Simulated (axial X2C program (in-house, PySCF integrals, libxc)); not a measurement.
## Excited states of LiCa⁺ by EOM-EE-CCSD

Computed with an axial X2C code built on PySCF integrals: two-component X2C with atomic mean-field Coulomb and Gaunt terms, Gaussian nuclei, basis Ca dyall-acv3z, Li dyall-acv3z with contracted cores.

R = 3.248 Å (near the PBE0 minimum at charge 1 of the determinant lowest at the starting distance; the state shown can have its own minimum elsewhere).

Hartree–Fock spinors of LiCa⁺ (one of each Kramers pair; a window near the gap, which can cut inner shells):

| ω | occupied | ε (eV) | character |
| --- | --- | --- | --- |
| 1/2 | yes | -10.02 | 52% Ca s, 23% Li s, 17% Li p |
| 1/2 | no | -3.89 | 51% Ca p, 22% Li s, 13% Ca s |
| 1/2 | no | -3.04 | 61% Ca p, 35% Li p, 3% Li d |
| 3/2 | no | -3.04 | 61% Ca p, 35% Li p, 3% Li d |
| 1/2 | no | -2.58 | 41% Li p, 22% Li s, 17% Ca p |
| 1/2 | no | -1.96 | 47% Ca d, 28% Li p, 22% Ca p |
| 3/2 | no | -1.96 | 47% Ca d, 27% Li p, 22% Ca p |

Vertical excitation energies from the closed-shell determinant state of LiCa⁺:

```json
{"Ω": "0⁻", "excitation (eV)": "1.423", "cm⁻¹": "11480", "hole of the leading pair": "52% Ca sσ, 23% Li sσ, 17% Li pσ", "particle of the leading pair": "45% Ca pσ, 20% Ca sσ, 15% Li sσ", "weight of the pair (for Ω = 0 its time-reversed partner can hold as much again)": "0.49", "singles weight": "0.98"}
{"Ω": "1", "excitation (eV)": "1.423", "cm⁻¹": "11480", "hole of the leading pair": "52% Ca sσ, 23% Li sσ, 17% Li pσ", "particle of the leading pair": "45% Ca pσ, 20% Ca sσ, 15% Li sσ", "weight of the pair (for Ω = 0 its time-reversed partner can hold as much again)": "0.98", "singles weight": "0.98"}
{"Ω": "0⁺", "excitation (eV)": "2.179", "cm⁻¹": "17571", "hole of the leading pair": "52% Ca sσ, 23% Li sσ, 17% Li pσ", "particle of the leading pair": "41% Ca pπ, 25% Li pπ, 24% Ca dπ", "weight of the pair (for Ω = 0 its time-reversed partner can hold as much again)": "0.49", "singles weight": "0.97"}
{"Ω": "0⁻", "excitation (eV)": "2.179", "cm⁻¹": "17572", "hole of the leading pair": "52% Ca sσ, 23% Li sσ, 17% Li pσ", "particle of the leading pair": "41% Ca pπ, 25% Li pπ, 24% Ca dπ", "weight of the pair (for Ω = 0 its time-reversed partner can hold as much again)": "0.49", "singles weight": "0.97"}
{"Ω": "1", "excitation (eV)": "2.183", "cm⁻¹": "17604", "hole of the leading pair": "52% Ca sσ, 23% Li sσ, 17% Li pσ", "particle of the leading pair": "41% Ca pπ, 25% Li pπ, 24% Ca dπ", "weight of the pair (for Ω = 0 its time-reversed partner can hold as much again)": "0.49", "singles weight": "0.97"}
{"Ω": "2", "excitation (eV)": "2.187", "cm⁻¹": "17637", "hole of the leading pair": "52% Ca sσ, 23% Li sσ, 17% Li pσ", "particle of the leading pair": "41% Ca pπ, 26% Li pπ, 25% Ca dπ", "weight of the pair (for Ω = 0 its time-reversed partner can hold as much again)": "0.97", "singles weight": "0.97"}
{"Ω": "0⁺", "excitation (eV)": "2.937", "cm⁻¹": "23686", "hole of the leading pair": "52% Ca sσ, 23% Li sσ, 17% Li pσ", "particle of the leading pair": "51% Ca pσ, 21% Li sσ, 16% Ca sσ", "weight of the pair (for Ω = 0 its time-reversed partner can hold as much again)": "0.43", "singles weight": "0.86"}
{"Ω": "0⁻", "excitation (eV)": "3.243", "cm⁻¹": "26157", "hole of the leading pair": "52% Ca sσ, 23% Li sσ, 17% Li pσ", "particle of the leading pair": "73% Ca dσ, 17% Ca pσ", "weight of the pair (for Ω = 0 its time-reversed partner can hold as much again)": "0.46", "singles weight": "0.91"}
{"Ω": "1", "excitation (eV)": "3.243", "cm⁻¹": "26157", "hole of the leading pair": "52% Ca sσ, 23% Li sσ, 17% Li pσ", "particle of the leading pair": "74% Ca dσ, 17% Ca pσ", "weight of the pair (for Ω = 0 its time-reversed partner can hold as much again)": "0.91", "singles weight": "0.91"}
{"Ω": "1", "excitation (eV)": "3.288", "cm⁻¹": "26521", "hole of the leading pair": "52% Ca sσ, 23% Li sσ, 17% Li pσ", "particle of the leading pair": "60% Ca dπ, 38% Ca pπ", "weight of the pair (for Ω = 0 its time-reversed partner can hold as much again)": "0.47", "singles weight": "0.90"}
{"Ω": "2", "excitation (eV)": "3.292", "cm⁻¹": "26549", "hole of the leading pair": "52% Ca sσ, 23% Li sσ, 17% Li pσ", "particle of the leading pair": "61% Ca dπ, 38% Ca pπ", "weight of the pair (for Ω = 0 its time-reversed partner can hold as much again)": "0.90", "singles weight": "0.90"}
```

This point took 25 s on 1 thread of Intel(R) Xeon(R) 6975P-C (Granite Rapids), on a shared host.

Reference electrons by ω block (each with its −ω partner): 1/2: 9, 3/2: 2. 10 electrons of LiCa⁺ correlated (inner shells frozen), 88 natural virtual spinors (a truncated set); levels can be off by some tenths of an eV. Roots sought by Ω: (0: 5, 1: 4, 2: 3, 3: 1); the list ends where they run out and leaves out roots under 60 % singles weight. The solver can skip a root, and states that need a further excitation, which the method places far too high, are missing though they may lie low or lowest. T1 of the reference 0.020 (Lee–Taylor). Number of frozen shells: Ca 2 s, 1 p; Li 1 s.
